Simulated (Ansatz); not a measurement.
Relaxation of Sn10O4H16 with RKS PBE-D4/def2-SVP.

```sh
$ ansatz run in.yaml --threads 2 --pin off --events-out ev --progress --plain --max-ram 22528MiB --backend cuda --devices 0, --max-vram 18GiB
```

```yaml
crystal:
  periodic: [false, false, false]
  atoms:
    - {symbol: Sn, position_ang: [-2.532900, -0.293730, -1.625440]}
    - {symbol: Sn, position_ang: [2.028630, -0.991910, -1.828170]}
    - {symbol: Sn, position_ang: [-1.486270, -1.117070, 1.327090]}
    - {symbol: Sn, position_ang: [2.300690, 2.023200, 2.194420]}
    - {symbol: Sn, position_ang: [-3.922180, 0.347590, 0.876480]}
    - {symbol: Sn, position_ang: [-0.239650, -2.454690, -0.848310]}
    - {symbol: Sn, position_ang: [-0.306380, -0.401360, -3.347450]}
    - {symbol: Sn, position_ang: [-1.163530, 1.654030, 0.070440]}
    - {symbol: Sn, position_ang: [3.519340, 0.318080, 0.207340]}
    - {symbol: Sn, position_ang: [-0.296420, 0.936060, 2.934010]}
    - {symbol: O, position_ang: [3.073960, -2.253010, -2.844730]}
    - {symbol: O, position_ang: [-2.202430, -2.522330, 2.474220]}
    - {symbol: O, position_ang: [3.214390, 1.319420, 3.790130]}
    - {symbol: O, position_ang: [1.069380, 2.021590, 0.249240]}
    - {symbol: H, position_ang: [-2.740290, 1.409960, -2.102580]}
    - {symbol: H, position_ang: [3.495950, -2.892670, -3.402890]}
    - {symbol: H, position_ang: [-2.553800, -3.224840, 3.005280]}
    - {symbol: H, position_ang: [3.648160, 0.970890, 4.558440]}
    - {symbol: H, position_ang: [-5.299220, 0.937700, -0.041720]}
    - {symbol: H, position_ang: [-3.105040, 1.950790, 0.735320]}
    - {symbol: H, position_ang: [-1.495330, -3.360660, -1.619550]}
    - {symbol: H, position_ang: [0.079790, -3.797260, 0.229510]}
    - {symbol: H, position_ang: [-0.748120, -1.803150, -4.238160]}
    - {symbol: H, position_ang: [-0.636280, 0.665810, -4.684110]}
    - {symbol: H, position_ang: [1.434410, 2.500990, -0.488090]}
    - {symbol: H, position_ang: [-1.347260, 3.352180, -0.275900]}
    - {symbol: H, position_ang: [3.783040, 1.581520, -0.965530]}
    - {symbol: H, position_ang: [5.057980, -0.405730, -0.233580]}
    - {symbol: H, position_ang: [-0.963320, 2.285640, 1.906830]}
    - {symbol: H, position_ang: [-1.667280, 1.242990, 3.987450]}
basis:
  gaussian: {orbitals: def2-SVP}
hamiltonian: {xc: pbe, dispersion: d4}
scf: {lower_state_search: "off"}
output: {orbitals: {seedname: orbitals}}
relax: {f_tol: 0.03, max_steps: 70}
```

Hardware: 2 threads of AMD EPYC 7R13 on a shared host and a share (18 GiB) of an NVIDIA H100 80GB HBM3. Wall time 3.1 min.

Positions (Å) and forces (eV/Å) at steps 1, 2, 3, 4, 5, 6, 7, 8, 9 of 50:

```xyz
30
step=1 energy=-66748.6739 eV
Sn   -2.533   -0.294   -1.625   -0.822    0.222   -1.014
Sn    2.029   -0.992   -1.828   -0.591    0.538    0.395
Sn   -1.486   -1.117    1.327    0.417   -1.019    0.403
Sn    2.301    2.023    2.194    0.615    1.079    0.088
Sn   -3.922    0.348    0.876   -1.031   -0.047    0.168
Sn   -0.240   -2.455   -0.848    0.477   -1.359    0.878
Sn   -0.306   -0.401   -3.347    0.198    0.537   -0.997
Sn   -1.164    1.654    0.070    1.278    1.608   -1.147
Sn    3.519    0.318    0.207    0.426   -0.289   -0.007
Sn   -0.296    0.936    2.934    0.136   -0.284    0.899
O     3.074   -2.253   -2.845    0.393   -0.044    0.077
O    -2.202   -2.522    2.474    0.146    0.147    0.056
O     3.214    1.319    3.790    0.182    0.053    0.331
O     1.069    2.022    0.249   -1.798   -1.020    0.160
H    -2.740    1.410   -2.103   -0.112    0.435   -0.075
H     3.496   -2.893   -3.403    0.191   -0.604   -0.589
H    -2.554   -3.225    3.005   -0.365   -0.640    0.480
H     3.648    0.971    4.558    0.420   -0.551    0.787
H    -5.299    0.938   -0.042   -0.216   -0.169    0.000
H    -3.105    1.951    0.735   -0.215    0.350    0.278
H    -1.495   -3.361   -1.620   -0.237    0.111   -0.340
H     0.080   -3.797    0.230    0.296   -0.109    0.287
H    -0.748   -1.803   -4.238    0.020   -0.583   -0.012
H    -0.636    0.666   -4.684   -0.035    0.457   -0.001
H     1.434    2.501   -0.488    0.508    0.670   -1.083
H    -1.347    3.352   -0.276   -0.190    0.036   -0.144
H     3.783    1.582   -0.966   -0.060    0.448   -0.238
H     5.058   -0.406   -0.234    0.195   -0.295    0.134
H    -0.963    2.286    1.907   -0.120    0.389    0.077
H    -1.667    1.243    3.987   -0.106   -0.069    0.150
30
step=2 energy=-66749.9820 eV
Sn   -2.643   -0.250   -1.770    0.044    0.379   -0.025
Sn    2.009   -0.988   -1.825   -0.547   -0.019    0.079
Sn   -1.433   -1.223    1.376    0.016    0.351   -0.016
Sn    2.377    2.123    2.220    0.402    0.231    0.272
Sn   -4.021    0.352    0.902    0.480    0.057   -0.011
Sn   -0.189   -2.609   -0.768    0.032   -0.102   -0.268
Sn   -0.287   -0.363   -3.466   -0.093   -0.241   -0.011
Sn   -1.103    1.795   -0.050    0.139   -0.568   -0.026
Sn    3.574    0.306    0.193    0.097    0.177   -0.002
Sn   -0.285    0.927    3.023    0.039    0.052   -0.162
O     3.087   -2.261   -2.848    0.381    0.022    0.134
O    -2.206   -2.584    2.527    0.043   -0.165    0.291
O     3.253    1.331    3.837    0.102    0.216    0.136
O     1.036    2.004    0.209   -0.602   -0.323   -0.254
H    -2.767    1.489   -2.128   -0.146    0.378   -0.134
H     3.496   -2.911   -3.422   -0.106   -0.219   -0.283
H    -2.591   -3.279    3.056   -0.260   -0.371    0.244
H     3.666    0.928    4.604    0.103   -0.310    0.224
H    -5.358    0.920   -0.051   -0.456   -0.040   -0.198
H    -3.140    1.974    0.773   -0.254   -0.096    0.208
H    -1.514   -3.350   -1.655    0.102    0.125   -0.037
H     0.139   -3.873    0.315    0.314   -0.643    0.509
H    -0.736   -1.864   -4.240    0.131   -0.112   -0.009
H    -0.645    0.757   -4.719   -0.011    0.424   -0.255
H     1.436    2.507   -0.518    0.235    0.189   -0.313
H    -1.376    3.435   -0.322   -0.214    0.863   -0.239
H     3.775    1.624   -0.981    0.007    0.128   -0.050
H     5.098   -0.455   -0.216    0.197   -0.219    0.029
H    -0.964    2.305    1.921   -0.004   -0.116   -0.058
H    -1.688    1.233    4.023   -0.170   -0.050    0.226
30
step=3 energy=-66750.3952 eV
Sn   -2.667   -0.077   -1.846    0.183    0.246    0.111
Sn    1.970   -1.012   -1.808   -0.421   -0.046    0.080
Sn   -1.443   -1.267    1.419   -0.115    0.334   -0.058
Sn    2.416    2.126    2.240    0.297    0.033    0.233
Sn   -4.023    0.344    0.877    0.446   -0.011   -0.163
Sn   -0.143   -2.703   -0.678   -0.103    0.112   -0.284
Sn   -0.285   -0.351   -3.507   -0.200   -0.273    0.137
Sn   -1.120    1.841   -0.071    0.224   -0.380   -0.028
Sn    3.594    0.327    0.158    0.042    0.194   -0.027
Sn   -0.292    0.929    3.012    0.060   -0.001   -0.137
O     3.069   -2.272   -2.839    0.413    0.015    0.150
O    -2.217   -2.632    2.580    0.093   -0.090    0.238
O     3.284    1.325    3.865    0.074    0.258    0.092
O     1.018    2.004    0.185   -0.442   -0.215   -0.215
H    -2.811    1.667   -2.200   -0.081    0.189   -0.106
H     3.465   -2.916   -3.432   -0.190   -0.139   -0.231
H    -2.608   -3.330    3.105   -0.189   -0.250    0.152
H     3.686    0.898    4.628    0.035   -0.258    0.094
H    -5.389    0.879   -0.073   -0.355   -0.056   -0.098
H    -3.172    1.978    0.803   -0.231   -0.078    0.185
H    -1.468   -3.395   -1.606    0.116    0.099   -0.005
H     0.207   -3.981    0.400    0.248   -0.471    0.331
H    -0.704   -1.870   -4.269    0.083   -0.026   -0.009
H    -0.630    0.799   -4.747    0.065    0.289   -0.183
H     1.444    2.493   -0.542    0.119    0.092   -0.186
H    -1.410    3.493   -0.349   -0.160    0.674   -0.128
H     3.790    1.658   -1.009    0.006    0.059   -0.026
H     5.115   -0.463   -0.230    0.119   -0.160    0.024
H    -0.981    2.295    1.902   -0.028   -0.113   -0.120
H    -1.694    1.214    4.031   -0.108   -0.028    0.179
30
step=4 energy=-66750.8099 eV
Sn   -2.610    0.085   -1.892    0.121    0.221    0.074
Sn    1.943   -1.069   -1.757   -0.393    0.037   -0.053
Sn   -1.509   -1.288    1.477   -0.121    0.111    0.073
Sn    2.489    2.106    2.279    0.074    0.005    0.105
Sn   -4.026    0.324    0.779    0.256   -0.019   -0.275
Sn   -0.139   -2.746   -0.588   -0.136    0.060   -0.056
Sn   -0.251   -0.391   -3.526   -0.160   -0.060    0.162
Sn   -1.183    1.989   -0.100    0.497   -0.174   -0.030
Sn    3.615    0.368    0.121   -0.004    0.063   -0.092
Sn   -0.262    0.909    2.996   -0.031   -0.068   -0.181
O     3.053   -2.312   -2.812    0.722   -0.383    0.002
O    -2.215   -2.668    2.685    0.162    0.085    0.177
O     3.345    1.310    3.911    0.152    0.203    0.267
O     0.939    2.136    0.196    0.233    0.094   -0.784
H    -2.812    1.813   -2.312   -0.055    0.050   -0.111
H     3.369   -2.889   -3.526   -0.465    0.245    0.051
H    -2.589   -3.382    3.208   -0.120   -0.127   -0.006
H     3.714    0.794    4.642   -0.076   -0.168   -0.150
H    -5.475    0.777   -0.117   -0.163   -0.110    0.050
H    -3.285    2.001    0.823   -0.174   -0.085    0.149
H    -1.436   -3.408   -1.563    0.090    0.042   -0.040
H     0.263   -4.061    0.457    0.151   -0.240    0.140
H    -0.632   -1.910   -4.304   -0.003    0.004   -0.002
H    -0.515    0.806   -4.758    0.101    0.124   -0.080
H     1.442    2.417   -0.616   -0.371   -0.214    0.553
H    -1.509    3.665   -0.329   -0.152    0.363    0.012
H     3.792    1.686   -1.060   -0.002    0.031   -0.033
H     5.123   -0.471   -0.245    0.014   -0.060    0.043
H    -0.991    2.242    1.867   -0.125   -0.052   -0.101
H    -1.646    1.169    4.063   -0.020    0.022    0.135
30
step=5 energy=-66751.1632 eV
Sn   -2.565    0.256   -1.933    0.051    0.208    0.008
Sn    1.901   -1.119   -1.718   -0.355    0.141   -0.041
Sn   -1.564   -1.306    1.536   -0.170   -0.192    0.100
Sn    2.543    2.110    2.327    0.001   -0.071    0.016
Sn   -4.018    0.270    0.682    0.123    0.180   -0.401
Sn   -0.144   -2.791   -0.502   -0.092   -0.013    0.110
Sn   -0.238   -0.393   -3.532   -0.106    0.105    0.093
Sn   -1.146    2.094   -0.145    0.455    0.149   -0.005
Sn    3.602    0.414    0.084   -0.009   -0.065   -0.059
Sn   -0.262    0.910    2.961   -0.003   -0.098   -0.039
O     3.063   -2.343   -2.757    1.042   -0.986   -0.817
O    -2.208   -2.695    2.787    0.221    0.205    0.211
O     3.393    1.323    3.968    0.330   -0.140    0.710
O     0.964    2.198    0.155    0.602    0.185   -1.555
H    -2.837    1.956   -2.442   -0.016   -0.108   -0.050
H     3.244   -2.873   -3.581   -0.738    0.836    0.930
H    -2.584   -3.430    3.286   -0.080   -0.008   -0.177
H     3.729    0.693    4.642   -0.288    0.201   -0.632
H    -5.570    0.635   -0.119    0.105   -0.155    0.203
H    -3.366    1.974    0.869   -0.218   -0.226    0.056
H    -1.394   -3.423   -1.552    0.063   -0.008   -0.018
H     0.326   -4.145    0.502    0.024    0.010   -0.055
H    -0.610   -1.907   -4.320   -0.067    0.028   -0.018
H    -0.405    0.843   -4.766    0.121   -0.060    0.054
H     1.490    2.344   -0.708   -0.894   -0.224    1.413
H    -1.557    3.791   -0.296   -0.027    0.029    0.106
H     3.771    1.720   -1.110    0.005   -0.001   -0.035
H     5.100   -0.473   -0.240   -0.059    0.025    0.027
H    -1.054    2.201    1.818   -0.093    0.003   -0.154
H    -1.604    1.165    4.101    0.073    0.047    0.021
30
step=6 energy=-66751.5941 eV
Sn   -2.542    0.420   -1.993    0.022    0.149   -0.017
Sn    1.843   -1.150   -1.691   -0.223    0.166    0.090
Sn   -1.600   -1.350    1.607   -0.231   -0.260   -0.082
Sn    2.583    2.097    2.348    0.010   -0.045   -0.073
Sn   -3.984    0.188    0.579   -0.007    0.298   -0.396
Sn   -0.165   -2.827   -0.437   -0.067   -0.059    0.155
Sn   -0.233   -0.354   -3.540   -0.071    0.135    0.016
Sn   -1.105    2.191   -0.200    0.419    0.266    0.057
Sn    3.569    0.422    0.060   -0.018   -0.128   -0.086
Sn   -0.232    0.899    2.904    0.024   -0.160    0.097
O     3.109   -2.344   -2.667    0.844   -0.974   -1.017
O    -2.168   -2.718    2.926    0.244    0.034    0.597
O     3.359    1.361    4.053    0.435   -0.488    0.931
O     0.996    2.210    0.086    0.389    0.245   -1.371
H    -2.857    2.092   -2.560   -0.024   -0.167   -0.014
H     3.161   -2.869   -3.519   -0.596    0.859    1.097
H    -2.650   -3.466    3.317   -0.040    0.238   -0.498
H     3.783    0.638    4.582   -0.436    0.523   -0.829
H    -5.642    0.460   -0.056    0.307   -0.182    0.234
H    -3.448    1.902    0.896   -0.220   -0.274    0.020
H    -1.370   -3.465   -1.534    0.021   -0.020   -0.016
H     0.354   -4.207    0.524   -0.015    0.136   -0.129
H    -0.630   -1.846   -4.354   -0.094    0.025   -0.025
H    -0.289    0.898   -4.778    0.120   -0.127    0.125
H     1.522    2.370   -0.768   -0.809   -0.217    1.242
H    -1.549    3.901   -0.241    0.063   -0.115    0.110
H     3.735    1.712   -1.151    0.013   -0.007   -0.003
H     5.052   -0.496   -0.251   -0.083    0.058    0.032
H    -1.091    2.141    1.744   -0.088    0.029   -0.203
H    -1.511    1.187    4.116    0.112    0.062   -0.047
30
step=7 energy=-66752.0335 eV
Sn   -2.518    0.515   -2.042    0.032    0.148    0.035
Sn    1.827   -1.181   -1.668   -0.146    0.199    0.277
Sn   -1.627   -1.394    1.651   -0.123    0.076   -0.343
Sn    2.616    2.089    2.370   -0.062    0.046   -0.156
Sn   -3.940    0.147    0.490   -0.111    0.277   -0.202
Sn   -0.184   -2.846   -0.400   -0.048   -0.044    0.100
Sn   -0.216   -0.344   -3.536   -0.015    0.087   -0.038
Sn   -1.080    2.271   -0.242    0.343    0.224    0.170
Sn    3.547    0.418    0.050   -0.032   -0.074   -0.056
Sn   -0.205    0.870    2.872   -0.002   -0.141    0.047
O     3.195   -2.340   -2.593   -0.002   -1.129   -1.758
O    -2.083   -2.689    3.098   -1.263   -1.749    1.131
O     3.316    1.412    4.148    1.100   -1.798    1.062
O     1.001    2.250    0.035    0.019    0.087   -0.689
H    -2.889    2.155   -2.640   -0.033   -0.153   -0.044
H     2.996   -2.830   -3.468    0.098    0.994    1.693
H    -2.734   -3.474    3.230    1.358    1.848   -0.819
H     3.812    0.568    4.464   -1.079    1.727   -0.955
H    -5.662    0.325    0.002    0.408   -0.200    0.174
H    -3.534    1.861    0.928   -0.159   -0.319   -0.021
H    -1.357   -3.489   -1.529    0.024   -0.024   -0.001
H     0.384   -4.229    0.524   -0.025    0.114   -0.114
H    -0.662   -1.812   -4.372   -0.081    0.048   -0.008
H    -0.188    0.913   -4.768    0.107   -0.123    0.124
H     1.515    2.354   -0.810   -0.365   -0.037    0.551
H    -1.531    3.980   -0.187    0.076   -0.139    0.081
H     3.724    1.706   -1.163   -0.001   -0.033    0.041
H     5.027   -0.505   -0.247   -0.074    0.045    0.033
H    -1.114    2.083    1.686   -0.059    0.008   -0.238
H    -1.437    1.217    4.118    0.116    0.036   -0.078
30
step=8 energy=-66752.3902 eV
Sn   -2.496    0.543   -2.045    0.058    0.181    0.048
Sn    1.837   -1.190   -1.635   -0.229    0.234    0.311
Sn   -1.646   -1.417    1.684    0.142    0.426   -0.478
Sn    2.611    2.092    2.399   -0.100    0.123   -0.216
Sn   -3.911    0.127    0.470   -0.028    0.167   -0.107
Sn   -0.196   -2.846   -0.377   -0.027   -0.045    0.080
Sn   -0.198   -0.345   -3.521    0.017    0.022   -0.007
Sn   -1.058    2.306   -0.249    0.334    0.110    0.149
Sn    3.536    0.417    0.070   -0.010    0.010    0.008
Sn   -0.201    0.845    2.856    0.042   -0.129    0.012
O     3.197   -2.343   -2.590   -0.240   -0.705   -1.119
O    -2.070   -2.631    3.221   -1.712   -2.046    0.145
O     3.311    1.410    4.181    0.765   -1.332    0.516
O     1.018    2.270    0.013   -0.144    0.062   -0.496
H    -2.914    2.150   -2.691   -0.040   -0.165   -0.016
H     2.866   -2.800   -3.418    0.284    0.506    0.968
H    -2.721   -3.419    3.044    1.564    1.854    0.227
H     3.801    0.545    4.340   -0.695    1.166   -0.384
H    -5.633    0.227    0.028    0.270   -0.179    0.111
H    -3.575    1.829    0.950   -0.121   -0.268   -0.009
H    -1.346   -3.504   -1.522    0.013   -0.004    0.002
H     0.396   -4.234    0.516   -0.014    0.066   -0.064
H    -0.689   -1.791   -4.373   -0.052    0.040    0.013
H    -0.126    0.904   -4.751    0.092   -0.064    0.096
H     1.516    2.368   -0.835   -0.210   -0.007    0.355
H    -1.515    4.004   -0.154    0.064   -0.054    0.077
H     3.721    1.700   -1.147   -0.009   -0.037    0.046
H     5.014   -0.503   -0.232   -0.052    0.018    0.037
H    -1.121    2.050    1.659   -0.048    0.024   -0.241
H    -1.408    1.234    4.108    0.082    0.027   -0.064
30
step=9 energy=-66752.6915 eV
Sn   -2.434    0.577   -2.035   -0.062    0.324   -0.116
Sn    1.823   -1.175   -1.547   -0.241   -0.017    0.075
Sn   -1.635   -1.364    1.669    0.020   -0.006   -0.280
Sn    2.595    2.133    2.427   -0.033    0.112   -0.183
Sn   -3.849    0.081    0.414   -0.220    0.242    0.106
Sn   -0.222   -2.846   -0.351    0.074   -0.044    0.072
Sn   -0.162   -0.359   -3.484    0.071    0.046   -0.040
Sn   -1.039    2.368   -0.270    0.341    0.171    0.220
Sn    3.522    0.434    0.128    0.039    0.092   -0.020
Sn   -0.154    0.826    2.815    0.043    0.046    0.063
O     3.115   -2.348   -2.585    0.005   -0.227   -0.297
O    -2.178   -2.535    3.220   -0.889   -1.548   -0.138
O     3.310    1.358    4.172    0.317   -0.564    0.209
O     1.029    2.314   -0.024   -0.051    0.029   -0.523
H    -2.978    2.114   -2.754   -0.006   -0.213    0.021
H     2.723   -2.796   -3.366    0.024    0.124    0.266
H    -2.630   -3.403    2.941    0.791    1.455    0.352
H     3.794    0.500    4.196   -0.257    0.404   -0.101
H    -5.587    0.044    0.075    0.274   -0.183    0.033
H    -3.659    1.767    0.999   -0.047   -0.263   -0.084
H    -1.345   -3.507   -1.519    0.009    0.026    0.018
H     0.407   -4.237    0.504   -0.032    0.056   -0.025
H    -0.732   -1.765   -4.356    0.008    0.042    0.043
H    -0.015    0.895   -4.699    0.044   -0.039    0.077
H     1.531    2.403   -0.872   -0.236   -0.008    0.397
H    -1.469    4.062   -0.071    0.036   -0.061    0.026
H     3.715    1.690   -1.112   -0.007   -0.029    0.032
H     4.987   -0.500   -0.184   -0.049    0.001    0.063
H    -1.117    2.000    1.604   -0.037    0.035   -0.218
H    -1.343    1.268    4.064    0.075   -0.003   -0.048
```

In the def2 sets Sn takes a core potential; there is no spin–orbit coupling.
